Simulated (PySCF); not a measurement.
WO2F2, SMILES [O]=[W](=[O])([F])[F], multiplicity 1.

The structure is a stationary point at B3LYP-D3(BJ)/def2-SVP. The multiplicity is an assumed one; other spin states were not compared. The isomer is the one that the SMILES or the coordinates give; other isomers of the formula were not compared. The def2 effective core potentials stand for the cores of W; spin–orbit coupling is left out.

Computed with PBE/def2-TZVP (PySCF).

Computed frontier levels, gap, dipole moment and polarisability:
```
Property                                                                                                        Value
---------------------------------------------------------------------------------------------  ----------------------
highest occupied level                                                                                       -8.17 eV
lowest empty level                                                                                           -3.49 eV
orbital gap                                                                                                   4.68 eV
dipole moment                                                                                                  1.66 D
quadrupole, principal values (traceless, Buckingham form, about the centre of nuclear charge)   -0.86, 0.20, 0.66 D·Å
mean static polarisability                                                                       40.2 bohr³ (5.96 Å³)
polarisability, principal values                                                               36.6, 39.6, 44.5 bohr³
```
